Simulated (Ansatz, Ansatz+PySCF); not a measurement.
```xyz
8

C     0.0000    0.0000   -0.7596
C     0.0000    0.0000    0.7596
H     0.0000   -1.0240   -1.1651
H    -0.8868    0.5120   -1.1651
H     0.8868    0.5120   -1.1651
H     0.0000    1.0240    1.1651
H    -0.8868   -0.5120    1.1651
H     0.8868   -0.5120    1.1651
```

Basis set: def2-SVP (spherical functions). Frozen core: 2 orbitals. Charge 0, multiplicity 1.

Computed with Ansatz (development build ahead of 0.2.0); each method stands on the lowest determinant of its kind that the runs found. Restricted open shells among the atoms or ions are ROHF, correlated in semicanonical orbitals with singles. Restricted functionals stand beside restricted open-shell atoms, which can lie above the unrestricted atoms usual in DFT and then raise those values.

The atomization energy at this shape (free ground-state atoms in the same class of orbitals less the molecule, no zero-point energy) of singlet C₂H₆:

| method | atomization energy |
| --- | --- |
| ωB97X (restricted) | 31.10 eV |
| ωB97X (unrestricted) | 30.95 eV |
| r²SCAN (unrestricted) | 30.98 eV |
| r²SCAN (restricted) | 31.14 eV |
| PBE0 (restricted) | 31.14 eV |
| PBE0 (unrestricted) | 31.05 eV |
| PBE (unrestricted) | 31.21 eV |
| PBE (restricted) | 31.28 eV |
| RHF-CCSD(T) | 29.81 eV |
| RHF | 24.40 eV |
| UHF | 24.18 eV |

(1) What does RHF-MP2 give?

Answers

(1) 29.70 eV.
